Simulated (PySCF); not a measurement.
**Multinuclear NMR of C5H5FN2**

Numbering as in the mapped SMILES `[CH2:1]=[CH:2][n:3]1[cH:4][cH:5][c:6]([F:7])[n:8]1`; H(Xn) means a hydrogen on atom n. Ha(C1) is cis to N3; Hb(C1) is trans to N3.

Single conformer, non-relativistic Hamiltonian, gas phase. GFN2-xTB structure; PBE0/pcSseg-1 with gauge-including orbitals; PySCF 2.14.0 with density-fitted response routines.

Q: What are the ¹⁹F shifts?

A: 
```csv
atoms,environment,σ (ppm),δ (ppm)
F7,aryl fluorine,305.1,-129.3
```

Shieldings were converted by a linear fit to measured shifts: ¹⁹F (scatter 6.0 ppm rms, 7.0 ppm with the 5 outliers that the fit left out vs CFCl3, solution or neat liquid, with a term for F on sp3 carbon). Occasional misses reach two or three times the rms, and more in compound classes unlike the fitted ones.

On a 400 MHz spectrometer ¹⁹F resonates near 376.4 MHz, so 1 ppm is 376.4 Hz.

Q: Where does ¹⁵N resonate?

A: 
```csv
atoms,environment,σ (ppm),δ (ppm)
N8,pyridine-type nitrogen of an azole,-29.8,-120.6
N3,pyrrole-type ring nitrogen,38.5,-183.6
```

Shieldings were converted by a linear fit to measured shifts: ¹⁵N: δ = -148.07 − 0.921σ (rms 6.3 ppm, 71 shifts vs CH3NO2, solution or neat liquid). Occasional misses reach two or three times the rms, and more in compound classes unlike the fitted ones.

On a 500 MHz spectrometer ¹⁵N resonates near 50.7 MHz, so 1 ppm is 50.7 Hz.
